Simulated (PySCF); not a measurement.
Cl₃Zr (SMILES [Cl][Zr]([Cl])[Cl]), doublet, at a GFN2-xTB geometry (such geometries of metal compounds can be far from the true shape) (the multiplicity is a formal guess) (core potentials on Zr). Base run: BLYP/def2-SVP run with PySCF.

Here is a job for PySCF.
```python
from pyscf import gto, scf, dft

mol = gto.M(
    atom='''
Zr    0.122069    0.385701    0.246201
Cl    1.921998   -0.631368   -0.678323
Cl   -0.910430   -1.154820    1.546070
Cl   -1.298789    0.878656   -1.447044
''',
    basis='def2-svp',
    ecp={'Zr': 'def2-svp'},
    charge=0,
    spin=1,
    verbose=5,
)

mf = dft.UKS(mol)
mf.xc = 'blyp'
mf.kernel()
mf.analyze()
```

Each row names what was changed in the base input (with any setting that the change needs).

```tsv
change	ΔE vs base (mEh)	fitting functions	dipole (D)	outcome
base	0.000	-	1.34	converged
auxbasis = cc-pvtz-jkfit	-	-	-	input refused
auxbasis = autoaux	-0.030	694	1.34	converged
auxbasis = def2-tzvp-ri	-	-	-	input refused
auxbasis = def2-universal-jkfit	-0.057	639	1.34	converged
auxbasis = default (with mf = mf.density_fit())	-0.280	242	1.33	converged
auxbasis = even-tempered beta=1.6	-0.003	1046	1.34	converged
auxbasis = even-tempered beta=2.0	-0.518	724	1.34	converged
auxbasis = cc-pvqz-jkfit	-	-	-	input refused
auxbasis = cc-pvtz-ri	-	-	-	input refused
```

A fitting set is made for a task (jfit for Coulomb, jkfit for Coulomb and exchange, ri for correlation) and for a family of orbital bases.

Open shells are given as the SCF converged; they aren't shown to be the lowest states, and a large step between rows can be another state.

- auxbasis = cc-pvtz-jkfit: ended with `pyscf.lib.exceptions.BasisNotFoundError: Basis set not found for Zr in cc-pvtz-jkfit`
- auxbasis = def2-tzvp-ri: ended with `pyscf.lib.exceptions.BasisNotFoundError: Basis set not found for Zr in def2-tzvp-ri`
- auxbasis = cc-pvqz-jkfit: ended with `pyscf.lib.exceptions.BasisNotFoundError: Basis set not found for Zr in cc-pvqz-jkfit`
